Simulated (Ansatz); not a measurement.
`N=C(O)[O][InH2]` + `[NH2][GaH][OH]` → `[OH][GaH][NH][InH2]` + `N=C(O)O`  (ligand exchange at the In–O bond)

Isolated molecules relaxed with PBE0-D4/def2-TZVP in Ansatz; ΔE leaves out vibrations. CCSD(T)/CBS adds triple-zeta CCSD(T) − MP2 to the extrapolated MP2 energy (def2 sets, frozen cores). Functionals use def2-TZVPP. def2 core potentials past Kr. For Ga, In outer-core shells are correlated without core-valence functions, which leaves a few kJ/mol of doubt a bond. Scalar relativity is left out up to krypton. One conformer a species, not always the lowest.

CCSD(T)/CBS gives +0.25 eV.

Question: Another level gave +0.19 eV. Which?
A. revPBE-D4/def2-TZVPP
B. LDA (SPW92)/def2-TZVPP
C. HF/def2-TZVPP
D. CAM-B3LYP-D4/def2-TZVPP

Answer: B. LDA (SPW92) 0.19, CAM-B3LYP-D4 0.30, revPBE-D4 0.24, HF/def2-TZVPP 0.34 eV.

Largest T1 diagnostic among the species: 0.016.

In def2-TZVPP, CCSD(T) changes the Hartree–Fock value by −0.15 eV (the triples alone add −0.02 eV) and MP2 by −0.19 eV. From BLYP to BHLYP (50 % exact exchange), in def2-TZVPP and without D4, ΔE moves by +0.04 eV. At CCSD(T), def2-SVP lies −0.10 eV from the extrapolated value and def2-TZVPP −0.05 eV.
